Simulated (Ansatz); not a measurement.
Job for Ansatz (a quantum-chemistry and plane-wave program): R-CCSD(T)/aug-cc-pV(D+d)Z on H8Si2 (a complex), monomers drawn apart or pushed together. Files ending in .json are basis or fitting sets from the Basis Set Exchange.

Ansatz 0.2 input:
```yaml
crystal:
  periodic: [false, false, false]
  atoms:
    - {symbol: Si, position_ang: [0.01753434, -0.16762224, -0.10150452]}
    - {symbol: H, position_ang: [1.06879216, 0.87345654, -0.08739598]}
    - {symbol: H, position_ang: [-1.07625700, 0.22539958, 0.81558087]}
    - {symbol: H, position_ang: [0.58978556, -1.45799786, 0.34195421]}
    - {symbol: H, position_ang: [-0.52126322, -0.30918478, -1.47336801]}
    - {symbol: Si, position_ang: [-0.04484287, 0.43435105, 7.10520191]}
    - {symbol: H, position_ang: [-0.85117889, -0.78211477, 6.86219494]}
    - {symbol: H, position_ang: [1.09045829, 0.46830998, 6.15557751]}
    - {symbol: H, position_ang: [0.47658493, 0.41504316, 8.49087257]}
    - {symbol: H, position_ang: [-0.88569785, 1.63599132, 6.90911391]}
basis:
  gaussian:
    orbitals: aug-cc-pV_D+d_Z.json
magnetization: {spin_polarized: false}
correlation: {method: ccsd_t, electrons: outside_noble_gas}
scf: {lower_state_search: off}
```

Output:

```
WARN ansatz: RAYON_NUM_THREADS=1 ignored (pool sized by the plan → 1); use --threads N
Functional definition: HF
these checks for a lower state are left out or cut short: stability, starts, cluster_reference, orbital_swaps, neighbouring_geometries, increment
integrals: 0.31 GiB planned
1360 factors; integrals over basis functions are off by at most 8.6e-4 eV
mean field: 0.38 GiB planned
mean field evaluation 1: about -15849.2744 eV, gradient 1.4e1 eV
mean field evaluation 2: about -15849.3567 eV, gradient 1.4e1 eV
mean field evaluation 4: about -15850.6497 eV, gradient 4.6e-1 eV
mean field evaluation 8: about -15850.6509 eV, gradient 2.4e-5 eV
mean field -15850.65093898 eV, -582.5006780504 hartree, gradient 2.0e-6 eV, S^2 0.000000; 0 other end points of the search recorded, 0 dependent functions left out
10 core orbitals not correlated
reference -15850.65093898 eV, -582.5006780504 hartree; 8, 8 occupied and 118, 118 virtual orbitals, 1360 factors
second order -6.61429992 eV of doubles, -0.00000000 eV of singles
coupled cluster: 0.75 GiB planned
cycle   1  -7.89666079 eV  change    -1.3e0 eV  update   7.9e-2
cycle   2  -8.34625841 eV  change   -4.5e-1 eV  update   2.6e-2
cycle   3  -8.35414587 eV  change   -7.9e-3 eV  update   5.9e-3
cycle   4  -8.35188366 eV  change    2.3e-3 eV  update   1.9e-3
cycle   5  -8.35149187 eV  change    3.9e-4 eV  update   5.6e-4
cycle   6  -8.35140285 eV  change    8.9e-5 eV  update   1.1e-4
cycle   7  -8.35141607 eV  change   -1.3e-5 eV  update   2.9e-5
cycle   8  -8.35142530 eV  change   -9.2e-6 eV  update   7.0e-6
perturbative correction -0.15769859 eV, -0.0057953164 hartree
Total energy: -15859.16006288 eV, -582.8133825859 hartree
Checks for a lower state left out: stability, starts, cluster_reference, orbital_swaps, neighbouring_geometries, increment
```

Self-consistency was reached.

Cost: very roughly 12 core-seconds.
